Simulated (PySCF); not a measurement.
Cartesian coordinates in Å; atom numbers follow the order of the lines, from 1:
```xyz
17

O    -2.468   -1.656   -1.301
C    -1.123   -1.434   -0.999
C    -0.901   -0.179   -0.222
N    -1.943    0.561    0.091
C    -1.696    1.674    0.788
N    -0.517    2.081    1.179
N     0.535    1.359    0.879
C     0.391    0.242    0.192
O     1.456   -0.468   -0.099
Si    2.993   -0.016    0.363
H    -2.974   -0.920   -0.923
H    -0.535   -1.379   -1.928
H    -0.725   -2.280   -0.418
H    -2.546    2.286    1.049
H     3.055    0.029    1.818
H     3.311    1.267   -0.248
H     3.680   -1.154   -0.232
```

Computed data (PySCF 2.14): coordinates at the GFN2-xTB level, σ from GIAO-PBE0/pcSseg-1. No solvent model, non-relativistic Hamiltonian, rapidly exchanging positions averaged, one conformer.

δ = σ(ref) − σ, references computed at the same level: ¹³C and ¹H and ²⁹Si vs TMS; ¹⁷O vs H2O; ¹⁵N against NH3.

```
      atoms  nucleus  count  Hirshfeld charge  δ (ppm)
         C5      ¹³C      1              0.06    156.9
         N4      ¹⁵N      1             -0.13    317.9
         O9      ¹⁷O      1             -0.17        ?
         C8      ¹³C      1              0.13        ?
         C2      ¹³C      1              0.00     63.3
         N7      ¹⁵N      1             -0.10    408.8
    H12/H13       ¹H      2              0.05        ?
       Si10     ²⁹Si      1              0.39    -35.7
         O1      ¹⁷O      1             -0.24     -4.3
         N6      ¹⁵N      1             -0.11        ?
        H11       ¹H      1              0.13     3.77
        H14       ¹H      1              0.07     9.60
         C3      ¹³C      1              0.07    158.3
H15/H16/H17       ¹H      3             -0.07     5.23
```

Estimate the values marked ?.

Results:


- C8: 167.4 ppm, aromatic carbon bearing oxygen; σ withdrawal by the attached heteroatom moves it downfield of the ring CH carbons
- H12/H13: 5.23 ppm, hydrogen on an sp3 CH2 bonded to O, on an aromatic ring; its carbon carries O, which withdraws density
- O9: 115.6 ppm, oxygen bonded to C, Si
- N6: 414.5 ppm, pyridine-type ring nitrogen

OH/NH shifts are gas-phase values; hydrogen bonding in solution moves them, usually downfield. Shifts are as computed. Against solution values, carbons near 30 ppm lie about +3 ppm off and those near 130 ppm about +5 ppm. Of 1211 compounds with measured shifts, 218 miss one by over three times the rms of a fit or turn the order of signals round; such compounds aren't used in these exercises. Experimental scales use liquid or dissolved standards, which lie at an offset from isolated NH3 (liquid NH3: subtract about 20 ppm) and H2O (liquid H2O: subtract about 36 ppm). Unscaled 15N shifts of sp2 nitrogen come out 20 to 40 ppm too high even then.
